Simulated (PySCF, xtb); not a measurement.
C2H2O, SMILES C1=CO1.

GFN2-xTB (xtb) at its own geometry gives an orbital gap of 3.30 eV and a dipole moment of 2.81 D.

Geometry optimised at PBE0-D3(BJ)/def2-TZVP.

Problem. What does B3LYP/def2-TZVPD (PySCF) give? (An estimate is asked for; the answer gives what the named calculation found.)

Solution. gap 4.91 eV (levels -5.70 and -0.78 eV), dipole 2.33 D.
